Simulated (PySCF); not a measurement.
The group X on benzene 1,4 is varied. Isolated molecules, 0 K electronic values unless said otherwise. One relaxed conformer stands for each flexible species; it need not be the lowest. Strings in code marks are SMILES.

Level of theory: B3LYP-D3(BJ)/def2-SVP (PySCF). B3LYP has the VWN-RPA correlation part, as in Gaussian. Excitations are Tamm–Dancoff values on a coarser integration grid. The basis has no diffuse functions, so Rydberg states are missing or too high.

```json
[
 {"species": "X = fluoro (`Fc1ccc(F)cc1`)", "T1 excitation (TDA) (eV)": "4.15", "brightest of the four lowest singlets (TDA) (eV)": "–", "HOMO–LUMO gap (eV)": "5.92", "HOMO (eV)": "-6.82", "S1 oscillator strength": "0.045"},
 {"species": "X = ethynyl (`C#Cc1ccc(cc1)C#C`)", "T1 excitation (TDA) (eV)": "3.04", "brightest of the four lowest singlets (TDA) (eV)": "4.83", "HOMO–LUMO gap (eV)": "4.71", "HOMO (eV)": "-6.40", "S1 oscillator strength": "0.000"},
 {"species": "X = trifluoromethyl (`c1cc(ccc1C(F)(F)F)C(F)(F)F`)", "T1 excitation (TDA) (eV)": "4.04", "brightest of the four lowest singlets (TDA) (eV)": "___", "HOMO–LUMO gap (eV)": "___", "HOMO (eV)": "-7.99", "S1 oscillator strength": "0.008"},
 {"species": "X = formyl (`O=Cc1ccc(C=O)cc1` (O–C–C–C torsion 0°, C–C–C–O torsion 180°))", "T1 excitation (TDA) (eV)": "2.90", "brightest of the four lowest singlets (TDA) (eV)": "5.11", "HOMO–LUMO gap (eV)": "4.60", "HOMO (eV)": "___", "S1 oscillator strength": "___"}
]
```

### Question
What belongs in the gaps?

### Answer

- X = trifluoromethyl (`c1cc(ccc1C(F)(F)F)C(F)(F)F`), brightest of the four lowest singlets (TDA) (eV): 6.29
- X = trifluoromethyl (`c1cc(ccc1C(F)(F)F)C(F)(F)F`), HOMO–LUMO gap (eV): 6.27
- X = formyl (`O=Cc1ccc(C=O)cc1` (O–C–C–C torsion 0°, C–C–C–O torsion 180°)), HOMO (eV): -7.44
- X = formyl (`O=Cc1ccc(C=O)cc1` (O–C–C–C torsion 0°, C–C–C–O torsion 180°)), S1 oscillator strength: 0.000
